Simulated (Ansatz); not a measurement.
`[CH3][SnH2][GeH3]` + `C/C=N\[SiH3]` → `[SiH3]/N=[CH]\[GeH3]` + `[CH3][SnH2][CH3]`  (redistribution)

Computed with Ansatz on PBE0-D4/def2-TZVP structures; ΔE is electronic, products minus reactants. CCSD(T)/CBS adds triple-zeta CCSD(T) − MP2 to the extrapolated MP2 energy (def2 sets, frozen cores). Double bonds are as drawn, so ΔE can hold a change between cis and trans. Elements past krypton have def2 core potentials. For Ge, Sn outer-core shells are correlated without core-valence functions, which leaves a few kJ/mol of doubt a bond. Scalar relativity is left out up to krypton.

| species | CCSD(T)/CBS(def2) energy (Eh) |
| --- | --- |
| `[CH3][SnH2][GeH3]` | -2332.99556 |
| `C/C=N\[SiH3]` | -424.08411 |
| `[SiH3]/N=[CH]\[GeH3]` | -2462.11813 |
| `[CH3][SnH2][CH3]` | -294.93634 |

**Question.** Work out ΔE.

**Answer.** ΔE = (-2462.11813) + (-294.93634) − (-2332.99556) − (-424.08411) = 0.02520 Eh = +66.2 kJ/mol.

Largest T1 diagnostic among the species: 0.013.

Leaving LDA and LC-ωPBE aside and taking each functional with its dispersion term where it has one, the values, not all of them listed here, spread over 10.6 kJ/mol, from BLYP-D4 to r2SCAN0-D4. LDA lies +6.8 kJ/mol from PBE without D4. In def2-TZVPP, CCSD(T) changes the Hartree–Fock value by −15.9 kJ/mol (the triples alone add −2.8 kJ/mol) and MP2 by −15.5 kJ/mol. From r2SCAN to r2SCAN0 (25 % exact exchange), in def2-TZVPP and without D4, ΔE moves by +4.4 kJ/mol.
